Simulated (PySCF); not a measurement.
Ligand exchange on a metal centre used in film growth or etching (Ti Br-H). All species are isolated molecules in the gas phase.

The LUMO from two functionals at the same geometries (TPSS-D3(BJ)/def2-SVP), both in PySCF: PBE-D3(BJ)/def2-TZVP and TPSSh-D3(BJ)/def2-TZVP. 

| species | TPSSh-D3(BJ)/def2-TZVP (eV) |
|---|---|
| 0 of 4 Br replaced by H ([Ti(Br)4]) | -4.25 |
| 2 of 4 Br replaced by H ([Ti(Br)2(H)2]) | -3.99 |
| 3 of 4 Br replaced by H ([Ti(Br)(H)3]) | -3.75 |
| 4 of 4 Br replaced by H ([Ti(H)4]) | -3.59 |

Question: What does PBE-D3(BJ)/def2-TZVP give for each?

Answer: 
- 0 of 4 Br replaced by H ([Ti(Br)4]): -4.53
- 2 of 4 Br replaced by H ([Ti(Br)2(H)2]): -4.51
- 3 of 4 Br replaced by H ([Ti(Br)(H)3]): -4.35
- 4 of 4 Br replaced by H ([Ti(H)4]): -4.31
Over these rows, drawn at random from the members with no instability flagged (it was tested for open shells, ions and some series alone), PBE minus TPSSh-D3(BJ): mean -0.53 eV, from -0.72 eV to -0.28 eV.
